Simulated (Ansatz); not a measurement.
Mulliken charges of CH$_{5}$BSTe, SMILES `CSB[TeH]` from PBE/def2-TZVPP in Ansatz (PBE0-D4/def2-TZVP geometry).

| atom | x (Å) | y (Å) | z (Å) | charge (e) |
| --- | --- | --- | --- | --- |
| C1 | -0.238 | 0.666 | -1.563 | -0.259 |
| S2 | 0.353 | 0.801 | 0.145 | -0.078 |
| B3 | -0.009 | -0.781 | 0.836 | -0.122 |
| Te4 | 0.451 | -1.269 | 2.859 | 0.101 |
| H5 | 0.297 | -0.123 | -2.089 | 0.125 |
| H6 | -1.308 | 0.470 | -1.581 | 0.125 |
| H7 | -0.039 | 1.621 | -2.048 | 0.121 |
| H8 | -0.529 | -1.641 | 0.194 | 0.017 |
| H9 | 1.111 | 0.208 | 3.230 | -0.029 |

Task: By hand: the dipole of these point charges (1 e Å = 4.8032 D).

Result: Σ q r = (-0.092, -0.062, -0.217) e Å, of length 0.244 e Å = 1.17 D.

Task: How does the dipole of the full density compare? (Best estimate.)

Result: Ansatz gave: (-0.079, 0.059, -0.319) e Å, 1.60 D; the point charges give 0.73 times that, at 26° from its direction.

Point charges leave out the atoms' own dipoles, such as those of lone pairs, and Mulliken's split depends on the basis, so the two needn't agree.
